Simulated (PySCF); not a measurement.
# Working out the ionisation energy of F⁺

F⁺ [He] 2s2 2p4 (3P) → F²⁺ [He] 2s2 2p3 (4S). Computed with PySCF 2.14 in aug-cc-pCVTZ-DK (7s6p4d2f, 59 functions), with scalar relativity by spin-free X2C-1e. Frozen: 1s2. Energies in hartree (1 hartree = 27.21139 eV):

```csv
part,F⁺ (lower),F²⁺ (upper)
UHF,-98.918420,-97.692200
CCSD correlation,-0.165023,-0.117812
(T),-0.002343,-0.001279
```

Task: What does Hartree-Fock give?

Result: (-97.692200) − (-98.918420) = 1.226220 hartree = 33.367 eV.

Task: What do CCSD and CCSD(T) give?

Result: The CCSD correlation energies differ by 0.047211 hartree = 1.285 eV and the triples by 0.001064 hartree = 0.029 eV, so CCSD gives 34.652 eV and CCSD(T) 34.681 eV.

Measured between the centres of the two terms (NIST): 34.950 eV, so CCSD(T) (valence) is off by -0.269 eV.

What remains against the reference includes basis incompleteness, the frozen core and higher excitations.
